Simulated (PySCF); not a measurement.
CH₅BOS. Atoms are numbered in the order given.

```xyz
9

B      0.1171     0.4061     0.0000
C     -1.0738     1.4425     0.0000
H     -1.0122     2.0993    -0.8863
H     -1.0122     2.0993     0.8863
H     -2.0684     0.9733     0.0000
O      1.4274     0.7801     0.0000
H      1.5494     1.7381     0.0000
S     -0.2531    -1.3771     0.0000
H      1.0314    -1.8034     0.0000
```
Charge 0, spin multiplicity 1.

Geometry optimised at B3LYP-D3(BJ)/def2-SVP. Other conformers were not sampled.

Method: B3LYP-D3(BJ)/def2-SVP (PySCF).

Frequencies are harmonic and unscaled.

```csv
mode,ν (cm⁻¹),IR (km/mol),Raman (Å⁴/amu),depolarisation,moving atoms (share of kinetic energy)
1,50,0.5,0.3,0.75,H 97 %
2,269,1.3,0.1,0.74,"C 27 %, H 27 %, S 20 %, O 15 %, B 10 %"
3,360,7.3,1.5,0.67,"O 43 %, H 22 %, S 20 %, C 11 %"
4,384,24.7,8.1,0.75,"H 87 %, B 12 %"
5,456,4.7,0.6,0.75,"B 46 %, H 42 %"
6,534,96.1,2.0,0.75,"H 90 %, O 9 %"
7,598,16.5,8.3,0.13,"S 28 %, C 24 %, H 21 %, O 15 %, B 12 %"
8,796,8.8,10.4,0.56,H 85 %
9,871,0.4,5.2,0.46,"H 66 %, C 20 %, O 13 %"
10,876,20.4,1.5,0.75,"H 55 %, B 24 %, C 20 %"
11,939,163.0,2.6,0.74,"H 56 %, B 24 %, O 10 %, C 9 %"
12,1191,161.9,2.1,0.72,"H 46 %, B 43 %"
13,1312,101.0,4.9,0.65,"H 62 %, C 17 %, B 16 %"
14,1389,207.5,1.6,0.49,"B 55 %, O 17 %, H 16 %, C 12 %"
15,1441,6.2,16.6,0.75,H 92 %
16,1445,3.9,13.3,0.75,H 96 %
17,2672,2.2,156.0,0.29,H 97 %
18,3016,4.7,152.6,0.02,H 97 %
19,3082,10.0,87.2,0.75,"H 91 %, C 9 %"
20,3127,9.1,65.0,0.71,"H 91 %, C 9 %"
21,3836,62.4,134.7,0.29,H 94 %
```
